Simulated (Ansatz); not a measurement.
[MnNCl4]2- (MnNCl₄²⁻). Total charge -2; singlet. Geometry r2SCAN-D4/def2-SVPD.

```xyz
6

Mn   -0.0459   -0.0385   -0.0932
N    -0.6612   -0.5538   -1.3420
Cl    0.1840    2.2675   -0.5196
Cl    2.2646   -0.2220   -0.5170
Cl    0.1695   -1.9714    1.2369
Cl   -1.9109    0.5182    1.2348
```

The 6-31G sets use Cartesian d functions. LC-ωPBE has ω = 0.4 bohr⁻¹. A multiply charged anion in the gas phase is held together partly by the finite basis. Removing one electron lowers the energy by 0.54 eV at PBE0-D4/def2-TZVPD, so it isn't bound. The restricted singlet is unstable towards broken spin symmetry in Hartree–Fock (as tested in another run); at HF/STO-3G, HF/6-31G this wasn't settled. At HF/STO-3G, PBE-D4/def2-TZVPD, BLYP-D4/def2-TZVPD the highest occupied level of the charge -2 singlet lies above zero (up to 3.52 eV). By energy differences it is unbound by 0.92 eV (vertical, against the charge -1 doublet, at PBE-D4/def2-TZVPD) and held by the finite basis. The restricted singlet is unstable towards broken spin symmetry at other levels; at BLYP-D4/def2-TZVPD, LC-ωPBE/def2-TZVPD this wasn't settled. The order of the spin states hangs on the level: the triplet lies 0.68 eV below the singlet at PBE0-D4/def2-TZVPD, but 0.07 eV above it at PBE-D4/def2-TZVPD.

Estimate the orbital energies around the gap (eV) in Ansatz with HF/STO-3G, HF/6-31G, PBE-D4/def2-TZVPD, BLYP-D4/def2-TZVPD, LC-ωPBE/def2-TZVPD.


```
orbital  HF/STO-3G  HF/6-31G  PBE-D4/def2-TZVPD  BLYP-D4/def2-TZVPD  LC-ωPBE/def2-TZVPD
HOMO−13      -2.09     -6.88              -0.76               -0.62               -5.53
HOMO−12      -1.85     -6.52              -0.47               -0.34               -4.79
HOMO−11      -1.85     -5.45               0.05                0.20               -4.66
HOMO−10      -0.59     -4.42               0.09                0.26               -4.02
 HOMO−9      -0.59     -4.36               0.09                0.26               -4.02
 HOMO−8      -0.32     -3.89               0.18                0.33               -3.89
 HOMO−7      -0.03     -3.80               0.83                0.97               -3.39
 HOMO−6       0.10     -3.77               1.43                1.56               -2.60
 HOMO−5       0.46     -3.05               1.43                1.56               -2.60
 HOMO−4       0.65     -2.91               1.52                1.66               -2.51
 HOMO−3       0.65     -2.81               1.67                1.80               -2.32
 HOMO−2       0.76     -2.65               1.67                1.80               -2.32
 HOMO−1       0.76     -2.60               2.20                2.34               -1.82
   HOMO       0.99     -2.04               3.52                3.51               -1.78
   LUMO      15.57      8.53               4.78                4.90                7.12
 LUMO+1      17.36     10.35               5.07                5.13                7.31
 LUMO+2      17.36     10.60               5.07                5.13                7.44
 LUMO+3      18.99     10.85               5.67                5.70                7.44
 LUMO+4      19.15     11.37               5.95                6.00                7.99
 LUMO+5      25.88     11.69               6.18                6.21                8.30
```
